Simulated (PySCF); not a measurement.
**Correlation energy of Xe²⁺ (xenon, charge +2)**

Starting occupation: [Kr] 4d10 5s2 5p4, 5p1/2 with m_j = +1/2, 5p3/2 with m_j = -1/2, +1/2, +3/2. Calculation: PySCF 2.14, in x2c-TZVPall-2c; X2C-1e with screened-nucleus spin-orbit coupling, Gaussian nucleus. Frozen: [Ar] 3d10; 24 electrons correlated; the 6 highest virtual spinors left out.

MP2 pair energies summed by pair of shells (mhartree):

```json
{"pair": "4d-4d", "energy": "-266.91", "share (%)": "42.2"}
{"pair": "4d-5p", "energy": "-85.68", "share (%)": "13.5"}
{"pair": "4d-4p", "energy": "-67.74", "share (%)": "10.7"}
{"pair": "4d-5s", "energy": "-48.44", "share (%)": "7.7"}
{"pair": "5p-5p", "energy": "-39.10", "share (%)": "6.2"}
{"pair": "5p-5s", "energy": "-38.74", "share (%)": "6.1"}
{"pair": "4p-4p", "energy": "-30.02", "share (%)": "4.7"}
{"pair": "4d-4s", "energy": "-18.33", "share (%)": "2.9"}
{"pair": "4p-4s", "energy": "-9.80", "share (%)": "1.5"}
{"pair": "4p-5p", "energy": "-8.86", "share (%)": "1.4"}
{"pair": "4p-5s", "energy": "-8.54", "share (%)": "1.4"}
{"pair": "5s-5s", "energy": "-6.36", "share (%)": "1.0"}
{"pair": "4s-4s", "energy": "-2.36", "share (%)": "0.4"}
{"pair": "4s-5p", "energy": "-1.21", "share (%)": "0.2"}
{"pair": "4s-5s", "energy": "-0.72", "share (%)": "0.1"}
```

Total MP2 correlation energy: -632.80 mhartree.

The GHF reference relaxed away from the jj start to a determinant that is no pure jj level (⟨S²⟩ = 1.83, ⟨J²⟩ = 6.02); the energies belong to that determinant.

This basis was not built for core-valence correlation, so the inner-shell part is incomplete.
